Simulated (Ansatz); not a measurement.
Two isomers of GeH6O2Si: A = `O[SiH2][O][GeH3]`, B = `O[SiH2][GeH2][OH]`.

Program: Ansatz. Geometries: PBE0-D4/def2-TZVP. ΔE: electronic, gas phase. CCSD(T)/CBS adds triple-zeta CCSD(T) − MP2 to the extrapolated MP2 energy (def2 sets, frozen cores). Functionals use def2-TZVPP. B3LYP here is the variant with VWN-RPA as its local correlation; programs differ in this. For Ge outer-core shells are correlated without core-valence functions, which leaves a few kJ/mol of doubt a bond. Scalar relativity is left out up to krypton. Each species was taken in one conformer, which may not be the lowest.

(1) Which is lower in electronic energy at CCSD(T)/CBS, and by how much? (Estimate.)

(2) Give E(B) − E(A) in kJ/mol with HF/def2-TZVPP, LDA (SPW92), r2SCAN-D4, CCSD/def2-TZVPP, B3LYP, CCSD(T)/def2-TZVPP, MP2/def2-TZVPP. (Best estimate.)

(3) Does the order hold for the free energy at 298.15 K (harmonic terms from PBE0-D4)? (Best estimate.)

Largest T1 diagnostic: 0.012.

## Answers

(1) The calculation gave: A, by 126.3 kJ/mol.

(2) The calculation gave: HF/def2-TZVPP 148.9, LDA (SPW92) 110.4, r2SCAN-D4 121.8, CCSD/def2-TZVPP 131.2, B3LYP 122.1, CCSD(T)/def2-TZVPP 129.1, MP2/def2-TZVPP 133.8. None reverses the order clearly.

(3) Ansatz gave: Yes: G(B) − G(A) = +128.3 kJ/mol, for one conformer each. Modes under 60 cm⁻¹, often nearly free rotors, make the harmonic entropy too high.

At CCSD(T), def2-SVP lies +4.5 kJ/mol from the extrapolated value and def2-TZVPP +2.8 kJ/mol. In def2-TZVPP, CCSD(T) changes the Hartree–Fock value by −19.8 kJ/mol (the triples alone add −2.1 kJ/mol) and MP2 by −15.1 kJ/mol.
